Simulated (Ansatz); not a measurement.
Cost and result for the atomization energy of `[CH3][SbH][S][AlH2]` (10 atoms, 9 bonds).

Z-matrix (Å, degrees):
```
C
Sb 1 2.155
H 1 1.090 2 108.8
H 1 1.091 2 109.0 3 119.1
H 1 1.088 2 109.9 3 -120.3
S 2 2.441 1 95.4 3 78.2
H 2 1.715 1 93.0 3 170.7
Al 6 2.171 2 99.9 1 -116.3
H 8 1.584 6 119.5 2 1.3
H 8 1.581 6 117.1 2 -179.5
```

The species carries charge 0 and has multiplicity 1. Correlated methods include outer-core shells of Sb, which these sets cover unevenly. Sb takes the def2 core potential. The structure was optimised at the PBE0-D4/def2-TZVP level. It is one conformer, not always the lowest. Program: Ansatz. All runs use 4 threads of an Arm Neoverse V1 on a shared host. Times are those of one run each, without the atoms' runs, and a repeat can differ threefold. Electronic energies, without spin–orbit coupling; frozen cores. CCSD(T)/CBS adds CCSD(T) − MP2 in def2-TZVPP to the MP2 limit, and its time is that of the two runs behind it. T1 = 0.013. With those shells the extrapolation isn't a true limit. B3LYP takes the VWN-RPA correlation (the form of Gaussian; ORCA's B3LYP/G).

CCSD(T)/CBS is a level of theory with its own doubt, some kJ/mol a heavy atom from the limit and from the frozen cores, so smaller differences don't rank the functionals.

```tsv
level	functions	wall time	atomization (kJ/mol)	difference from CCSD(T)/CBS	per bond
revPBE-D4/def2-TZVPP	249	2.2 s	2924.6	-54.7	-6.1
PBE-D4/def2-TZVPP (with forces)	249	2.7 s	2982.7	3.4	0.4
PBE0-D4/def2-TZVPP	249	3.5 s	2945.9	-33.4	-3.7
BHLYP-D4/def2-TZVPP	249	3.5 s	2906.4	-72.9	-8.1
B3LYP-D4/def2-TZVPP (with forces)	249	5.5 s	2969.1	-10.2	-1.1
CCSD(T)/def2-SVP	106	5.5 s	2733.2	-246.1	-27.3
r2SCAN-D4/def2-TZVPP (with forces)	249	6 s	2968.2	-11.1	-1.2
r2SCANh-D4/def2-TZVPP	249	6 s	2952.0	-27.3	-3.0
ωB97X-V/def2-TZVPP	249	9 s	2993.5	14.2	1.6
ωB97M-V/def2-TZVPP (with forces)	249	13 s	2968.4	-10.9	-1.2
MP2/def2-QZVPP	459	20 s	2932.9	-46.4	-5.2
CCSD(T)/def2-TZVPP	249	2.9 min	2882.6	-96.7	-10.7
CCSD(T)/CBS(def2)	–	3.2 min	2979.3	0.0	0.0
```

From r2SCAN to r2SCAN0 (25 % exact exchange), in def2-TZVPP and without D4, the atomization energy moves by −40.6 kJ/mol: exact exchange takes away binding that semilocal exchange gives to molecules. In def2-TZVPP, CCSD(T) changes the Hartree–Fock value by +759.1 kJ/mol (the triples alone add +46.4 kJ/mol) and MP2 by +751.8 kJ/mol; breaking electron pairs costs correlation energy, which Hartree–Fock lacks. Leaving LDA and LC-ωPBE aside and taking each functional with its dispersion term where it has one, the values, not all of them listed here, spread over 120.7 kJ/mol, from BHLYP-D4 to B97M-V. LDA lies +392.1 kJ/mol from PBE without D4, its usual overbinding.
